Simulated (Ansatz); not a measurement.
`C[N]=[W]([NH2])(=[N]C)[O]C`. Charge 0, multiplicity 1. W takes the def2 core potential. Geometry: relaxed with PBE0-D4/def2-TZVP. It is one conformer, not always the lowest.

```xyz
19

C    -3.043    0.086   -0.007
N    -1.714   -0.039   -0.479
W     0.026   -0.232   -0.607
N     0.344   -1.762   -1.795
N     0.788   -0.618    0.928
C     0.936   -0.922    2.305
O     0.778    1.383   -1.267
C     1.883    2.164   -0.913
H    -3.442    1.085   -0.217
H    -3.696   -0.641   -0.504
H    -3.112   -0.087    1.073
H     1.086   -2.430   -1.655
H    -0.339   -2.112   -2.447
H    -0.022   -0.893    2.837
H     1.364   -1.923    2.435
H     1.614   -0.210    2.789
H     2.569    2.237   -1.764
H     2.426    1.739   -0.062
H     1.554    3.175   -0.650
```

Task: What is the dipole moment at PBE/def2-TZVPP? (An estimate is asked.)

Result: Computed: 1.20 D, with components (0.40, -0.91, 0.68) D in this frame, pointing from negative to positive charge.

Task: And with r2SCAN, B3LYP, ωB97M-V? (Best estimate.)

Result: Computed: r2SCAN 1.21 D, B3LYP 1.23 D, ωB97M-V 1.24 D.

Task: Give the Mulliken charges with PBE, B3LYP, ωB97M-V in def2-TZVPP. (Estimate.)

Result: Computed: 
```json
{"atom": "C1", "PBE": "-0.14", "B3LYP": "-0.13", "ωB97M-V": "-0.19"}
{"atom": "N2", "PBE": "-0.28", "B3LYP": "-0.36", "ωB97M-V": "-0.35"}
{"atom": "W3", "PBE": "0.55", "B3LYP": "0.78", "ωB97M-V": "0.78"}
{"atom": "N4", "PBE": "-0.42", "B3LYP": "-0.44", "ωB97M-V": "-0.40"}
{"atom": "N5", "PBE": "-0.28", "B3LYP": "-0.36", "ωB97M-V": "-0.35"}
{"atom": "C6", "PBE": "-0.14", "B3LYP": "-0.13", "ωB97M-V": "-0.19"}
{"atom": "O7", "PBE": "-0.33", "B3LYP": "-0.42", "ωB97M-V": "-0.41"}
{"atom": "C8", "PBE": "-0.11", "B3LYP": "-0.10", "ωB97M-V": "-0.15"}
{"atom": "H9", "PBE": "0.10", "B3LYP": "0.10", "ωB97M-V": "0.12"}
{"atom": "H10", "PBE": "0.09", "B3LYP": "0.09", "ωB97M-V": "0.11"}
{"atom": "H11", "PBE": "0.09", "B3LYP": "0.09", "ωB97M-V": "0.11"}
{"atom": "H12", "PBE": "0.16", "B3LYP": "0.15", "ωB97M-V": "0.13"}
{"atom": "H13", "PBE": "0.16", "B3LYP": "0.15", "ωB97M-V": "0.13"}
{"atom": "H14", "PBE": "0.09", "B3LYP": "0.09", "ωB97M-V": "0.11"}
{"atom": "H15", "PBE": "0.09", "B3LYP": "0.09", "ωB97M-V": "0.11"}
{"atom": "H16", "PBE": "0.09", "B3LYP": "0.09", "ωB97M-V": "0.11"}
{"atom": "H17", "PBE": "0.10", "B3LYP": "0.10", "ωB97M-V": "0.12"}
{"atom": "H18", "PBE": "0.08", "B3LYP": "0.09", "ωB97M-V": "0.10"}
{"atom": "H19", "PBE": "0.09", "B3LYP": "0.10", "ωB97M-V": "0.12"}
```

B3LYP here is the variant with VWN-RPA as its local correlation; programs differ in this.
